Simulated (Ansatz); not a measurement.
C₆H₁₈S₃Sn₃⁺, that is cyclo-(Me2SnS)3 with one electron fewer. Total charge 1; doublet. Geometry PBE-D4/def2-SVP, that of the neutral singlet; atoms count from 1.

Cartesian coordinates in Å:
```
Sn 0.876 2.044 -0.571
C 1.517 2.280 1.486
C 1.728 3.463 -1.969
S -1.557 2.327 -0.738
Sn -2.279 0.072 -0.089
C -2.172 -1.264 -1.793
C -4.249 0.308 0.779
S -0.865 -0.758 1.748
Sn 1.075 -1.602 0.503
C 2.719 -1.541 1.914
C 0.663 -3.568 -0.320
S 1.527 -0.168 -1.437
H 2.598 2.055 1.565
H 0.924 1.584 2.108
H 1.326 3.324 1.801
H 2.833 3.400 -1.931
H 1.400 4.485 -1.700
H 1.375 3.217 -2.988
H -2.338 -2.305 -1.458
H -1.168 -1.155 -2.245
H -2.951 -0.974 -2.525
H -4.930 0.757 0.030
H -4.635 -0.681 1.092
H -4.175 0.975 1.658
H 3.654 -1.836 1.399
H 2.817 -0.511 2.305
H 2.514 -2.237 2.750
H 0.000 -4.114 0.377
H 1.610 -4.126 -0.452
H 0.162 -3.448 -1.298
```

In the def2 sets Sn takes a core potential; there is no spin–orbit coupling. Single mean-field runs in def2-TZVP are fitted with def2-universal-jkfit.

Estimate the Mulliken populations of the heavy atoms from the PBE0/def2-TZVP orbitals of Ansatz.


| atom | charge (e) | spin (α − β) |
| --- | --- | --- |
| Sn1 | 0.78 | -0.05 |
| C2 | -0.59 | 0.02 |
| C3 | -0.57 | 0.03 |
| S4 | -0.27 | 0.50 |
| Sn5 | 0.78 | -0.05 |
| C6 | -0.59 | 0.02 |
| C7 | -0.57 | 0.03 |
| S8 | -0.38 | 0.23 |
| Sn9 | 0.78 | -0.03 |
| C10 | -0.57 | 0.03 |
| C11 | -0.59 | 0.03 |
| S12 | -0.38 | 0.23 |
Mulliken values depend strongly on the basis.

Where does the spin sit?

Summed by element: Sn -0.13, C 0.16, S 0.97, H -0.01, of 1 unpaired in all. Largest on single atoms: S4 0.50, S12 0.23, S8 0.23.

And the Mayer bond orders between heavy atoms (over 0.3)?

Sn1–C2 0.91 (2.17 Å); Sn1–C3 0.93 (2.17 Å); Sn1–S4 0.84 (2.45 Å); Sn1–S12 0.92 (2.46 Å); S4–Sn5 0.85 (2.45 Å); Sn5–C6 0.91 (2.17 Å); Sn5–C7 0.93 (2.17 Å); Sn5–S8 0.92 (2.46 Å); S8–Sn9 0.89 (2.45 Å); Sn9–C10 0.92 (2.17 Å); Sn9–C11 0.91 (2.17 Å); Sn9–S12 0.89 (2.45 Å).
